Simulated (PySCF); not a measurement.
# Ti³⁺ (titanium, charge +3): UHF calculation

Configuration: [Ar] 3d1, 2D determinant. All numbers are calculated (PySCF 2.14, the non-relativistic Hamiltonian (point nucleus), in def2-TZVPPD).

```
Total energy                                                  : -846.738648 hartree
One-electron energy                                           : -1137.1625 hartree
Hartree (Coulomb) energy                                      : 330.7353 hartree
Exchange energy                                               : -40.3114 hartree
Kinetic energy                                                : 846.76803 hartree
⟨S²⟩                                                          : 0.7518
⟨L²⟩                                                          : 6.019
Sum of ⟨r⟩                                                    : 12.15 bohr
Sum of ⟨r²⟩                                                   : 12.98 bohr²
Traceless quadrupole moment −½Σ⟨3z² − r²⟩ along its main axis : 0.509 e·bohr²
Density at the nucleus (Gaussians lack the cusp)              : 6940 bohr⁻³
Spin density at the nucleus                                   : -0.0309 bohr⁻³
Langevin diamagnetic susceptibility                           : -10.3 ×10⁻⁶ cm³/mol
```

```tsv
shell	electrons	mean orbital energy (eV)	spread (eV)	rms radius, mean of both spins (bohr)
1s α	1	-5020.9	0	0.0812
1s β	1	-5020.9	0	0.0812
2s α	1	-617.61	0	0.353
2s β	1	-617.02	0	0.353
2p α	3	-518.78	0.047	0.321
2p β	3	-518.19	0.763	0.321
3s α	1	-111.70	0	1.07
3s β	1	-109.72	0	1.07
3p α	3	-82.192	1.360	1.15
3p β	3	-79.744	1.967	1.15
3d α	1	-43.596	0	1.38
```

Spin-orbit constants ζ (cm⁻¹) from the X2C one-electron operator on these orbitals (non-relativistic here): bare nucleus, nucleus screened by l(l+1)(2l+1)/3 electrons, and screened by the Breit-Pauli mean field of the electrons.

| shell | bare | screened nucleus | mean field |
| --- | --- | --- | --- |
| 2p | 32310 | 29370 | 27990 |
| 3p | 3678 | 3344 | 3164 |
| 3d | 324.1 | 176.8 | 154.2 |

To first order the Landé constant is A = 154.2 cm⁻¹, so the lowest level has J = 3/2 and lies 0.0287 eV below the centre of the term.
